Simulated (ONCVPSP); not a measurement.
He: one change to an ONCV potential, before and after

```json
{
  "Element": "helium (He)",
  "Generator": "ONCVPSP 4.0.1",
  "Type": "optimised norm-conserving Vanderbilt (ONCV)",
  "Functional": "LDA (Perdew-Wang 92)",
  "Relativity": "scalar-relativistic",
  "Frozen core": "none",
  "Valence charge": "2",
  "Reference configuration": "1s1 (charge +1)",
  "Partial waves": "1s: rc 0.70 bohr, ncon 4, nbas 8, qcut 14.7 1/bohr, 2 projectors, debl 2 Ha; p scattering state at 0.41 Ha: rc 0.55 bohr, ncon 3, nbas 7, qcut 13.9 1/bohr, 2 projectors, debl 2.2 Ha",
  "Local potential": "polynomial inside 0.45 bohr (lpopt 5, dvloc0 6 Ha)",
  "Core correction": "none"
}
```

All-electron outer shells of the reference configuration (LDA (PZ), scalar-relativistic, ld1.x):

```json
{"shell": "1s", "level (eV)": "-38.38", "outermost node (bohr)": "–", "outermost maximum (bohr)": "0.52"}
```

Change: s: qcut 20.6.

Cutoffs: the cutoffs (Ha) at which the residual kinetic energy of the hardest occupied pseudo-wave falls to 1 and 0.1 mHa per electron; they do not see the model core or the augmentation charge, which bear on the density cutoff. Errors are all-electron minus pseudo energies relative to the spin-unpolarised reference configuration.

Task: Predict the effect on cutoff, ghosts and configuration errors.

Result: The potential gets harder (68 Ha and 87 Ha → 88 Ha and 119 Ha); neither file shows a bound ghost. The waves are optimised to have the least kinetic energy above qcut, so the cutoff follows it (qcut²/2 in Ha).

```csv
quantity,base,changed
"cutoff, loose",68 Ha,88 Ha
"cutoff, tight",87 Ha,119 Ha
bound ghosts,none,none
GHOST(+) flags under 300 eV,none,none
"error for 1s2, meV [ΔE -26.49 eV]",+12,+6.1
"error for 1s1.5, meV [ΔE -16.11 eV]",+4.2,+2.3
s: phases at 0.71 bohr within 0.05 rad from the reference energy up to (Ha; the scan ends near 5),to the end of the scan,to the end of the scan
p: phases at 0.56 bohr within 0.05 rad from the reference energy up to (Ha; the scan ends near 5),to the end of the scan,to the end of the scan
```
